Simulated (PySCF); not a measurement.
Compound: C6H10O2.
Z-matrix (Å and degrees, PBE0-D3(BJ)/def2-SVP geometry), rows numbered from 1:
```
C 
C   1  1.4927
C   2  1.3385  1  128.11
C   3  1.4932  2  126.52  1    -0.64
O   4  1.4329  3  111.56  2   117.04
C   5  1.3397  4  116.68  3    82.62
C   6  1.5007  5  110.94  4  -179.45
O   6  1.2033  5  123.54  4     0.61
H   1  1.0984  2  113.36  3    -0.41
H   1  1.1027  2  110.47  3  -121.57
H   1  1.1027  2  110.76  3   120.90
H   2  1.0970  1  115.11  3  -179.78
H   3  1.0949  2  118.77  1  -179.87
H   4  1.1015  3  110.04  2  -122.58
H   4  1.0966  3  112.40  2    -0.66
H   7  1.0998  6  109.63  5    60.28
H   7  1.0995  6  109.98  5   -57.24
H   7  1.0954  6  109.66  5  -178.71
```

Method: PBE0-D3(BJ)/def2-SVP geometry optimisation, gas phase in PySCF 2.14.0.

Take the most abundant isotopes and a rigid rotor. The values belong to one conformer with, in the numbering `[CH3:1]/[CH:2]=[CH:3]\[CH2:4][O:5][C:6]([CH3:7])=[O:8]`, C2–C3–C4–O5 117°, C3–C4–O5–C6 83°, C4–O5–C6–C7 -179°.

Question: What are A, B and C (GHz)?

Answer: Ia = 92.80, Ib = 549.51, Ic = 583.14 u·Å²; 505379 MHz·u·Å²/I gives 5446, 919.7 and 866.7 MHz, that is A = 5.4460, B = 0.9197, C = 0.8667 GHz.

Question: Classify the top.

Answer: A near-prolate asymmetric top: κ = (2 × 919.7 − 5446 − 866.7)/(5446 − 866.7) = -0.98.

Question: Is it planar, by Δ = Ic − Ia − Ib?

Answer: Not planar: Δ = Ic − Ia − Ib = -59.17 u·Å². For a rigid frame Δ = −2 Σ m c², so Σ m c² = 29.59 u·Å² lies off the ab plane: 11.18 from hydrogen and 18.40 from heavier atoms. The atom farthest from that plane is 1.50 Å away.

Question: Give the other two planar moments, Paa and Pbb, and the rms extents of the mass along the axes.

Answer: Paa = Σ m a² = (Ib + Ic − Ia)/2 = 519.92 and Pbb = Σ m b² = (Ia + Ic − Ib)/2 = 63.21 u·Å². With the mass M = 114.07 u, the rms extents √(P/M) along a, b and c are 2.13, 0.74, 0.51 Å.

Question: Give the coordinates in the principal-axis frame, origin at the centre of mass.

Answer: The sense of each axis is arbitrary; atoms in the order of the calculation.
```csv
atom,mass (u),a (Å),b (Å),c (Å)
C1,12.000,-3.414,-0.615,0.057
C2,12.000,-2.502,0.375,-0.588
C3,12.000,-1.229,0.650,-0.279
C4,12.000,-0.424,0.024,0.811
O5,15.995,0.699,-0.696,0.289
C6,12.000,1.793,0.022,0.001
C7,12.000,2.881,-0.854,-0.546
O8,15.995,1.871,1.211,0.169
H9,1.008,-2.942,-1.170,0.879
H10,1.008,-3.774,-1.348,-0.684
H11,1.008,-4.311,-0.116,0.460
H12,1.008,-2.944,0.944,-1.416
H13,1.008,-0.700,1.415,-0.858
H14,1.008,-0.052,0.800,1.499
H15,1.008,-0.998,-0.717,1.381
H16,1.008,2.533,-1.342,-1.469
H17,1.008,3.119,-1.652,0.172
H18,1.008,3.772,-0.251,-0.753
```

Question: Which types of transition are allowed, and where do some lines up to J = 5 fall?

Answer: The dipole components are |μa| = 1.16 D, |μb| = 1.80 D, |μc| = 0.13 D. The squared components, which scale the intensities, stand as 0.41 : 1.00 : 0.01 (a : b : c). Some lines, for components of 0.1 D or more:

```
type  branch         J(Ka,Kc)    MHz  lower level (cm⁻¹)
   a       R  1(0,1) ← 0(0,0)   1786               0.000
   b       R  4(0,4) ← 3(1,3)   2745               0.504
   c       Q  2(1,2) ← 2(0,2)   4474               0.179
   b       Q  2(1,1) ← 2(0,2)   4633               0.179
   b       Q  3(1,2) ← 3(0,3)   4714               0.357
   b       Q  5(1,4) ← 5(0,5)   4964               0.893
   a       R  5(1,5) ← 4(1,4)   8797               0.739
   b       R  5(1,5) ← 4(0,4)  13091               0.596
   b       R  3(2,2) ← 2(1,1)  18938               0.333
   c       Q  4(3,2) ← 4(2,2)  22759               1.204
   c       R  5(3,2) ← 4(2,2)  31692               1.204
   b       R  5(5,1) ← 4(4,0)  49908               3.026
```

No frequency check. Zero-point vibration and centrifugal distortion are left out. A rigid rotor knows nothing of internal rotation, which can split or shift real lines.
